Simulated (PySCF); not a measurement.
Interval between two levels of Re⁺ by level of theory

Re⁺ [Xe] 4f14 5d5 6s1 [7S3, M_J = 3] → Re⁺ [Xe] 4f14 5d5 6p1 [7P4, M_J = 4], as a difference of total energies. Computed with PySCF 2.14 in x2c-SVPall-2c with one added diffuse shell each of s, d type (8s9p10d2f, 99 functions), with the two-component X2C-1e Hamiltonian. "Screened" scales the spin-orbit matrix elements by Boettger's factors to mimic the two-electron term; Breit and QED terms are absent.

| method | interval between two levels (cm⁻¹) |
| --- | --- |
| GHF (spin-free) | 48512 |
| GHF (screened spin-orbit) | 49497 |

The labels give the starting determinants; with spin-orbit coupling the two ends relaxed to ⟨J²⟩ = 12.00, ⟨L²⟩ = 0.21, ⟨S²⟩ = 11.81 and ⟨J²⟩ = 20.01, ⟨L²⟩ = 2.37, ⟨S²⟩ = 11.73.
